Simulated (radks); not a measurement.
The mean radii <r> (bohr) of the occupied orbitals of an atom or ion are listed with their occupations. Method: scalar-relativistic Kohn-Sham, r2SCAN, spin-polarised, spherical densities, finite nucleus; meta-GGA in the generalised Kohn-Sham scheme; Fermi nuclear charge, rms radius of each element as measured or else 0.836 A^(1/3) + 0.57 fm; computed with a radial shooting solver on a logarithmic mesh with Libxc functionals.

orbital  occ.      <r>
1s up       1  0.05847
1s down     1  0.05846
2s up       1   0.2666
2s down     1   0.2661
2p up       3   0.2356
2p down     3   0.2351
3s up       1   0.8093
3s down     1   0.8134
3p up       3   0.8558
3p down     3   0.8621
3d up       5    1.090
3d down     1    1.159
4p up       2    3.769

Name the element and its charge. Open shells, if any, are filled with parallel spins first.

Answer. Z = 26, iron, charge 0: Fe in [Ar] 3d6 4p2. The 1s radius gives Z: for a bare nucleus <r> = (2 gamma + 1)/(2Z) with gamma = sqrt(1 - (Z/c)^2), 0.05699 bohr for Z = 26, and screening makes it slightly larger (0.05847 here). The occupations add up to 26, and the charge is Z minus that.
